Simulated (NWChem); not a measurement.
System: SiH₂IF; SMILES F[SiH2]I

All runs: NWChem. Pople sets run with spherical d functions. Coordinates come from a PBE0/def2-SVP (def2 core potentials past Kr) optimisation. Total energies compare along this basis series because the functional is fixed.

```csv
level,basis functions,energy (Ha),highest occupied level (eV),orbital gap (eV),dipole (D)
"B3LYP/STO-3G, non-relativistic",43,-7238.6135,?,?,?
"B3LYP/3-21G, non-relativistic",57,-7278.5432,-7.53,6.88,1.74
"B3LYP/6-311G**, non-relativistic",118,-7310.2138,-7.75,6.89,1.56
```

**Question.** Complete the blanks.

**Answer.** 
- B3LYP/STO-3G, non-relativistic, highest occupied level (eV): -4.70
- B3LYP/STO-3G, non-relativistic, orbital gap (eV): 8.18
- B3LYP/STO-3G, non-relativistic, dipole (D): 2.32
